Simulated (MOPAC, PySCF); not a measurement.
C₃H₅N, SMILES `C=CN=C` (C–C–N–C torsion 180°), neutral singlet in the gas phase. 

Cartesian coordinates (Å):
```xyz
9

C      1.6583     0.4682     0.2299
C      0.3420     0.2978     0.2880
N     -0.3155    -0.5528    -0.5972
C     -1.5707    -0.6638    -0.4808
H      2.2454    -0.0573    -0.5141
H      2.1666     1.1301     0.9193
H     -0.2614     0.8226     1.0349
H     -2.1527    -0.1237     0.2782
H     -2.1121    -1.3210    -1.1582
```
Charge 0, spin multiplicity 1.

All levels are single points at this geometry (PBE0-D4/def2-TZVP); Pople sets use spherical d functions. Orbital energies aren't observables, and empty levels follow the basis.

PM3 in MOPAC gives gap (eV) = 10.00.

Q: Estimate the gap (eV) from each of these levels: PBE-D3(BJ)/def2-TZVP in PySCF; PBE0-D4/def2-TZVP in PySCF; B3LYP/6-311+G** in PySCF; M06-2X/6-31G* in PySCF; HF/3-21G in PySCF; HF/6-31G* in PySCF; HF/STO-3G in PySCF; AM1 in MOPAC.

A: 
| level | gap (eV) |
|---|---|
| PBE-D3(BJ)/def2-TZVP in PySCF | 3.88 |
| PBE0-D4/def2-TZVP in PySCF | 6.11 |
| B3LYP/6-311+G** in PySCF | 5.63 |
| M06-2X/6-31G* in PySCF | 8.38 |
| HF/3-21G in PySCF | 12.60 |
| HF/6-31G* in PySCF | 12.53 |
| HF/STO-3G in PySCF | 14.25 |
| AM1 in MOPAC | 10.13 |
